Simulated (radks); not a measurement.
Radial electron density D(r) = 4 pi r^2 rho(r) of an atom or ion with 21 electrons. Calculated with a radial shooting solver on a logarithmic mesh with Libxc functionals: Dirac Kohn-Sham, PBE, spin-unpolarised, spherical densities, finite nucleus; Fermi nuclear charge, rms radius of each element as measured or else 0.836 A^(1/3) + 0.57 fm.

```
   r/bohr * D(r) (the largest magnitude, 73.9, reaches the edge; | marks zero)
 0.003154 |      *
 0.003556 |       *
 0.004042 |         *
 0.004557 |           *
 0.005138 |             *
 0.005793 |               *
 0.006531 |                  *
 0.007364 |                     *
 0.008303 |                        *
 0.009362 |                            *
  0.01056 |                               *
   0.0119 |                                  *
  0.01342 |                                      *
  0.01513 |                                        *
  0.01706 |                                          *
  0.01923 |                                            *
  0.02169 |                                            *
  0.02445 |                                            *
  0.02757 |                                           *
  0.03108 |                                         *
  0.03505 |                                        *
  0.03951 |                                       *
  0.04455 |                                      *
  0.05063 |                                       *
  0.05709 |                                          *
  0.06437 |                                              *
  0.07258 |                                                  *
  0.08183 |                                                     *
  0.09226 |                                                      *
    0.104 |                                                    *
   0.1173 |                                                *
   0.1322 |                                         *
   0.1491 |                                 *
   0.1681 |                           *
   0.1895 |                       *
   0.2137 |                      *
    0.241 |                       *
   0.2717 |                         *
   0.3063 |                         *
   0.3454 |                      *
   0.3894 |                  *
   0.4391 |            *
    0.495 |        *
   0.5582 |     *
   0.6344 |   *
   0.7153 |  *
   0.8064 | *
   0.9093 |*
    1.025 |*
    1.156 *
    1.303 *
    1.469 *
    1.657 *
    1.868 *
```

What is the nuclear charge?

Answer. Z = 47. The innermost maximum, from 1s, lies near gamma/Z bohr with gamma = sqrt(1 - (Z/c)^2) = 0.939, here 0.02 bohr (found: 0.0220), and its height grows with Z. The density is that of the silver ion Ag26+ in [Ar] 3d1 4d2; the configuration itself is not fixed sharply by these data, and Z only to a few units. D(r) has 3 maxima, at r = 0.0220, 0.0915, 0.287 bohr, and minima at 0.0431, 0.207 bohr, inside which lie 2.04, 10.78 electrons.
